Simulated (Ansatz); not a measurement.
`O[SiH2][SiH2]Br` + H₂Se → `[SeH][SiH2]Br` + silanol at 298.15 K and 1 bar (cleavage of the Si–Si bond).

Computed with Ansatz on PBE0-D4/def2-TZVP structures; ΔE is electronic, products minus reactants. CCSD(T)/CBS is the MP2 limit (def2-TZVPP, def2-QZVPP) plus CCSD(T) − MP2 in def2-TZVPP, frozen cores. For Br, Se outer-core shells are correlated without core-valence functions, which leaves a few kJ/mol of doubt a bond. Scalar relativity is left out up to krypton. One conformer a species, not always the lowest.

```csv
species,CCSD(T)/CBS energy (Eh),H − E (kJ/mol),S (J/(mol·K))
`O[SiH2][SiH2]Br`,-3229.74135,151.9,362.6
H₂Se,-2401.89790,45.8,219.1
`[SeH][SiH2]Br`,-5264.97418,86.4,330.4
`O[SiH3]`,-366.69042,113.6,257.8
```

H − E and S are ideal-gas, rigid-rotor, harmonic terms from PBE0-D4/def2-TZVP, for one conformer and one mirror image of each species. 1 Eh = 2625.50 kJ/mol, R = 8.31446 J/(mol·K).

Task: By hand: ΔE, ΔH, ΔS and ΔG.

Result: ΔE = (-5264.97418) + (-366.69042) − (-3229.74135) − (-2401.89790) = -0.02535 Eh = -66.6 kJ/mol. Δ(H − E) = 86.4 + 113.6 − 151.9 − 45.8 = 2.3, so ΔH = -64.3 kJ/mol. ΔS = 330.4 + 257.8 − 362.6 − 219.1 = 6.5 J/(mol·K). ΔG = -64.3 − 298.15 × (6.5)/1000 = -66.2 kJ/mol.

Task: By hand: the equilibrium constant, and the temperature at which ΔG would vanish if ΔH and ΔS stayed fixed.

Result: log₁₀ K = −ΔG/(RT ln 10) = 11.6. ΔH and −TΔS have one sign here, so there is no such temperature.

The number of gas molecules stays the same, so ΔS is small and ΔH decides. A doubt of 5 kJ/mol in ΔE shifts log₁₀ K by 0.9 here. Other conformers and mirror images would add mixing entropy, several J/(mol·K) or more a flexible species. Modes under 60 cm⁻¹, often nearly free rotors, make the harmonic entropy too high. These are equilibria of isolated gas molecules and say nothing of rates. Largest T1 diagnostic: 0.011 (customary marks: 0.02 for closed shells, 0.045 for open ones).

ΔS is within the doubt of such terms, so its sign, and with it that verdict, could turn.
